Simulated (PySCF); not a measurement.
# Spinor energies of Pm (promethium, neutral)

Start: [Xe] 4f5 6s2; 4f5/2 filled at m_j = -3/2, -1/2, +1/2, +3/2, +5/2. Calculated with PySCF 2.14 in x2c-TZVPall-2c with one added diffuse shell each of s, p, d, f type (12s12p11d5f1g, 147 functions): generalised Hartree-Fock with the X2C-1e Hamiltonian and a Gaussian nucleus; one run each with spin-orbit coupling (SO) switched off, then screened by Boettger's factors.

```tsv
spinor shell	electrons	ε, spin-free (eV)	ε, screened SO (eV)	weight of nominal j (screened SO)	rms radius, screened SO (bohr)
1s1/2	2	-45407.1	-45399.8	1.000	0.0264
2s1/2	2	-7497.4	-7495.1	1.000	0.107
2p1/2	2	-6689.1	-7082.5	1.000	0.0918
2p3/2	4	-6689.1	-6518.1	1.000	0.0979
3s1/2	2	-1682.6	-1681.9	1.000	0.277
3p1/2	2	-1423.3	-1504.3	1.000	0.269
3p3/2	4	-1423.3	-1387.6	1.000	0.282
3d3/2	4	-1067.4	-1082.5	0.996	0.254
3d5/2	6	-1067.4	-1056.6	0.997	0.257
4s1/2	2	-355.37	-355.14	1.000	0.630
4p1/2	2	-267.62	-286.77	0.976	0.651
4p3/2	4	-267.62	-259.00	0.988	0.678
4d3/2	4	-140.48	-148.06	0.714	0.742
4d5/2	6	-140.48	-135.21	0.809	0.746
5s1/2	2	-51.888	-51.851	1.000	1.56
5p1/2	2	-28.341	-31.428	0.918	1.76
5p3/2	4	-28.341	-26.952	0.959	1.87
4f5/2	5	-12.743	-12.733	0.630	1.11
6s1/2	2	-4.794	-4.795	1.000	5.04
```

| quantity | spin-free | screened SO |
| --- | --- | --- |
| E (hartree) | -10013.75023 | -10019.11300 |
| M_J | 5/2 | 5/2 |
| ⟨J²⟩ | 13.771 | 13.173 |
| ⟨L²⟩ | 30.014 | 29.875 |
| ⟨S²⟩ | 8.757 | 8.714 |

The determinant has a definite M_J but mixes levels of different J.

Each row is a mean over spinors that exchange with the open shell spreads, by up to 8.536 eV (4d3/2).

Rows whose weight is well below 1 are mixtures of j = l ± 1/2: exchange outweighs spin-orbit coupling there, and the label is only the starting occupation.

Breit and QED terms are absent; they matter most for the inner s and p1/2 levels.

Densities and radii are taken from the X2C orbitals without a picture-change correction, which distorts them close to the nucleus.

Without spin-orbit coupling the j labels of p, d and f shells carry no meaning; the spin-free column gives the mean over the occupied spinors of each nl shell, and its ⟨J²⟩ belongs to a mixture of degenerate components.
